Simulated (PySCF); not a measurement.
Run times: europium in x2c-TZVPPall-2c

Measured wall times of calculations with PySCF 2.14 in x2c-TZVPPall-2c (11s11p10d4f2g, 140 functions), with two-component X2C-1e, run from one Python driver. Hardware: 1 thread of Neoverse-V2 on a shared host, 3 GiB allowed. The two-electron integrals over 140 functions were computed once and kept in memory (19 CPU seconds with the set-up); the times below exclude them.

Launch command (the driver calls PySCF for each step listed in the task file):

```bash
OMP_NUM_THREADS=1 python sorun2.py TASK.json OUT
```

```tsv
species	step	iterations	wall time (s)
Eu³⁺ [Xe] 4f6	GHF, spin-free	8	16
Eu³⁺ [Xe] 4f6	GMP2 (32 electrons), spin-free		17
Eu³⁺ [Xe] 4f6	GHF, screened spin-orbit	15	35
Eu³⁺ [Xe] 4f6	GMP2 (32 electrons), screened spin-orbit		15
Eu⁴⁺ [Xe] 4f5	GHF, spin-free	8	15
Eu⁴⁺ [Xe] 4f5	GMP2 (31 electrons), spin-free		14
Eu⁴⁺ [Xe] 4f5	GHF, screened spin-orbit	15	52
Eu⁴⁺ [Xe] 4f5	GMP2 (31 electrons), screened spin-orbit		14
```

Peak memory of the process: 0.99 GiB. Times on a shared host vary from run to run.
